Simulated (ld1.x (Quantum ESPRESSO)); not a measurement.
# Reading a pseudo-wave (V)

Columns: radius, all-electron u(r) and pseudo u(r) of the 4s shell (level -6.35 eV) of vanadium in the configuration [Ne] 3s2 3p6 3d3 4s1.75 4p0; LDA (PZ), scalar-relativistic, PAW scheme, ld1.x (Quantum ESPRESSO) 7.5.

```tsv
r (bohr)	all-electron	pseudo
0.135	-0.1065	-0.0360
0.270	-0.1334	-0.0721
0.405	0.0520	-0.1088
0.540	0.2118	-0.1460
0.675	0.2766	-0.1838
0.810	0.2565	-0.2224
0.945	0.1810	-0.2615
1.080	0.0773	-0.3008
1.215	-0.0358	-0.3402
1.350	-0.1462	-0.3791
1.485	-0.2474	-0.4170
1.620	-0.3359	-0.4533
1.755	-0.4108	-0.4874
1.890	-0.4721	-0.5187
2.025	-0.5206	-0.5464
2.160	-0.5574	-0.5699
2.295	-0.5838	-0.5888
2.430	-0.6012	-0.6025
2.565	-0.6106	-0.6108
2.700	-0.6134	-0.6134
2.835	-0.6105	-0.6105
2.970	-0.6028	-0.6028
3.105	-0.5913	-0.5913
3.240	-0.5766	-0.5766
3.375	-0.5594	-0.5594
3.510	-0.5403	-0.5403
```

(1) How many radial nodes do the two functions have?

(2) At about which radius was the pseudo-wave matched?

(3) Is the pseudo-wave norm-conserving?

Results:

(1) The all-electron 4s function has n − l − 1 = 3 (the table is too coarse to show those close to the nucleus); the pseudo-wave has 0, since the states of the same l below it are removed with the core.

(2) 2.70 bohr. The columns agree to 0.0005 from 2.56 bohr on; several derivatives are matched, so the curves merge somewhat inside the radius.

(3) No, it belongs to a PAW set: the norm inside the radius is not constrained, and the difference is carried by the augmentation charge.
